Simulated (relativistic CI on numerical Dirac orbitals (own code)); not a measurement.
Values are calculated unless marked as measured or tabulated.
Quantum defects of the nd series of Kr⁷⁺

Problem. The nd 2D levels with J = 5/2 of Kr⁷⁺ lie at 4d: 375377.0, 5d: 641617.0, 6d: 769247.0, 7d: 840751.0, 8d: 884960.0 cm⁻¹ (Saloman, J. Phys. Chem. Ref. Data 36, 215 (2007)), and the ionisation limit at 1014661.6 cm⁻¹ (NIST ASD). Find the quantum defects and predict 9d.

Working.
1. The outer electron sees the charge z = 8; R = 109736.60 cm⁻¹ for this mass. The binding energy T = limit − E defines n* = z√(R/T).
2. Values: 4d: T = 639284.6, n* = 3.3145, δ = n − n* = 0.6855; 5d: T = 373044.6, n* = 4.3390, δ = n − n* = 0.6610; 6d: T = 245414.6, n* = 5.3495, δ = n − n* = 0.6505; 7d: T = 173910.6, n* = 6.3548, δ = n − n* = 0.6452; 8d: T = 129701.6, n* = 7.3586, δ = n − n* = 0.6414.
3. With δ held at 0.6414: E(9d) = limit − Rz²/(9 − δ)² = 914138.0 cm⁻¹.
4. The Ritz form δ = δ₀ + a/n*² through the last two members has a = 0.5960 and δ₀ = 0.6304, so with n* ≈ 9 − 0.6414, δ(9) = 0.6390 and E = 914197.5 cm⁻¹.

Check. The measured level is 914193.0 cm⁻¹ (δ = 0.6391), so the two predictions miss by -55.0 and 4.5 cm⁻¹. The defect is large because this electron penetrates the core.
